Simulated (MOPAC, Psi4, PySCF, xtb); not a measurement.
Internal rotation in SMILES C(=[CH]/[GeH3])/c1cccs1 (C₆H₈GeS). Scanned: dihedral C2–C3–C4–S8; all other coordinates were relaxed at GFN2-xTB. Points at φ and −φ are mirror images.

Atom numbering (GFN2-xTB optimised geometry, Å):
```
16

Ge     2.3958     1.2982    -0.1954
C      2.0014    -0.6017    -0.2569
C      0.8152    -1.2124    -0.1575
C     -0.4660    -0.5977     0.0178
C     -1.6711    -1.2479     0.1250
C     -2.7618    -0.3771     0.2902
C     -2.3844     0.9295     0.3077
S     -0.6883     1.1191     0.1228
H      2.0202     1.9415     1.0985
H      3.8807     1.4320    -0.3456
H      1.7653     2.0736    -1.3047
H      2.8691    -1.2362    -0.3878
H      0.7677    -2.2965    -0.2098
H     -1.7632    -2.3191     0.0859
H     -3.7809    -0.7053     0.3916
H     -2.9999     1.8001     0.4182
```

- PBE/def2-SVP // GFN2-xTB (Psi4)
- B3LYP-D3(BJ)/def2-SVP // GFN2-xTB (Psi4)
- RKS-B3LYP/6-31G* = restricted B3LYP/6-31G*, spherical d, density fitting // GFN2-xTB (PySCF 2.14.0)
- AM1, restricted, heats of formation // GFN2-xTB (MOPAC)
- GFN1-xTB // GFN2-xTB (xtb)
- PBE-D3(BJ)/def2-SVP // GFN2-xTB (Psi4)

Energies in kJ/mol, each method relative to its own lowest point.

| φ / ° | PBE/def2-SVP | B3LYP-D3(BJ)/def2-SVP | RKS-B3LYP/6-31G* | AM1 | GFN1-xTB | PBE-D3(BJ)/def2-SVP |
|---|---|---|---|---|---|---|
| -150 | 3.0 | 1.1 | 1.0 | 5.4 | 37.2 | 3.1 |
| -120 | 13.2 | 8.6 | 9.0 | 8.7 | 42.5 | 12.6 |
| -90 | 23.2 | 17.1 | 18.7 | 10.0 | 43.1 | 22.2 |
| -60 | 16.5 | 12.3 | 15.7 | 7.9 | 27.9 | 15.6 |
| -30 | 5.5 | 4.4 | 7.6 | 2.4 | 8.9 | 5.0 |
| 0 | 0.3 | 0.5 | 3.9 | 0.0 | 0.0 | 0.0 |
| 30 | 5.5 | 4.4 | 7.6 | 2.4 | 8.9 | 5.0 |
| 60 | 16.5 | 12.3 | 15.7 | 7.9 | 27.9 | 15.6 |
| 90 | 23.2 | 17.1 | 18.7 | 10.0 | 43.1 | 22.2 |
| 120 | 13.2 | 8.6 | 9.0 | 8.7 | 42.5 | 12.6 |
| 150 | 3.0 | 1.1 | 1.0 | 5.4 | 37.2 | 3.1 |
| 180 | 0.0 | 0.0 | 0.0 | 5.7 | 37.0 | 0.8 |

Root-mean-square difference from the PBE-D3(BJ)/def2-SVP profile, itself a level with limits, after the best constant shift (kJ/mol): PBE/def2-SVP 0.5, B3LYP-D3(BJ)/def2-SVP 1.8, RKS-B3LYP/6-31G* 2.6, AM1 5.3, GFN1-xTB 12.6.
